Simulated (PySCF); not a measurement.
Gas-phase reaction: 2 GaH(CH3)2 + 2 CH + H2 ⇌ 2 Ga(CH3)3

Method: PySCF energies plus ideal-gas RRHO corrections (1 bar). † marks an energy on the PBE0/def2-TZVP geometry and frequencies; other levels use their own. 6-31G* has spherical d functions here. Open shells (unrestricted): CH (multiplicity 2); the rest are closed-shell singlets. Spin-orbit splitting is ignored; it lowers the true energy and changes the entropy of CH. B3LYP is the form with VWN-RPA correlation. Ga: all electrons, no relativistic terms. GaH(CH3)2: computed as isolated molecules; such fragments, hydroxides, amides, oligomers or adducts are transient or little studied in the gas. Warning, spin contamination: CH (B3LYP/def2-TZVP†, BLYP/def2-TZVP†, PBE/def2-SVP, PBE/def2-TZVP†, PBE0/def2-QZVP†, PBE0/def2-SVP†, PBE0/def2-TZVP, r2SCAN/def2-TZVP†, ωB97M-V/def2-TZVP†, ωB97X-V/def2-TZVP†).

| level | ΔH°(298 K), kJ |
|---|---|
| B3LYP/6-31G* | [?] |
| B3LYP/def2-TZVP† | [?] |
| BLYP/def2-TZVP† | -1238 |
| PBE/def2-SVP | [?] |
| PBE/def2-TZVP† | [?] |
| PBE0/def2-QZVP† | -1333 |
| PBE0/def2-SVP† | -1359 |
| PBE0/def2-TZVP | -1332 |
| r2SCAN/def2-TZVP† | -1315 |
| ωB97M-V/def2-TZVP† | -1300 |
| ωB97X-V/def2-TZVP† | -1302 |

Problem. Some entries are withheld; supply them.

Solution. 
- B3LYP/6-31G*, ΔH°(298 K), kJ: -1280
- B3LYP/def2-TZVP†, ΔH°(298 K), kJ: -1258
- PBE/def2-SVP, ΔH°(298 K), kJ: -1369
- PBE/def2-TZVP†, ΔH°(298 K), kJ: -1342
